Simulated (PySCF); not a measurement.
## Identify the compound

An unknown has the formula C4H9N2PSi. Its calculated NMR data are:

1H NMR (600 MHz, computed): δ 8.58 (m, 1H), 8.49 (m, 1H), 2.06 (s, 3H), 1.13 (m, 2H), 0.92 (br s, 2H).

13C{1H} NMR (computed): δ 170.7 (CH2), 112.2 (C), 85.0 (C), 5.7 (CH3).

All values are calculated (PySCF): GFN2-xTB structure, PBE0/pcSseg-1 with gauge-including orbitals. Averaged over atoms made equivalent by symmetry, fast rotation or ring inversion, a single conformation, no relativistic terms, isolated molecule.

Scale: 1H, 13C against TMS (reference shieldings calculated alike).

Deduce the structure.

Answers


4 carbon signals for 4 carbons: no two carbons are equivalent. Carbon types of the structure: 2 × C, 1 × CH2, 1 × CH3, leaving 4 H on heteroatoms. δC 170.7: C=N carbon. δC 112.2, 85.0: alkyne carbon. δC 5.7: propargylic methyl carbon; saturated and bonded to C and H only. δH 8.58, 8.49: hydrogen on a C=N carbon. δH 2.06: hydrogen on a propargylic methyl carbon. δH 1.13: hydrogen on a phosphorus bonded to Si. δH 0.92: hydrogen on a nitrogen bonded to Si; exchangeable, gas-phase position.

The compound is `C=N[Si@@](N)(P)C#CC`.

This is the structure that produced the data.

Exchangeable OH/NH protons stand at their gas-phase positions; hydrogen bonding in a real sample shifts them, mostly to higher δ. Splittings by 31P in the carbon and heteronuclear signals aren't shown, as no couplings were computed. Shifts are as computed. Against solution values, carbons near 30 ppm lie about +3 ppm off and those near 130 ppm about +5 ppm. Of 1309 compounds with measured shifts, 239 miss one by over three times the rms of a fit or turn the order of signals round; such compounds aren't used in these exercises. Multiplicities follow the n + 1 count of equivalent neighbours, as no J values were calculated; m marks all less simple cases, F and P coupling included.
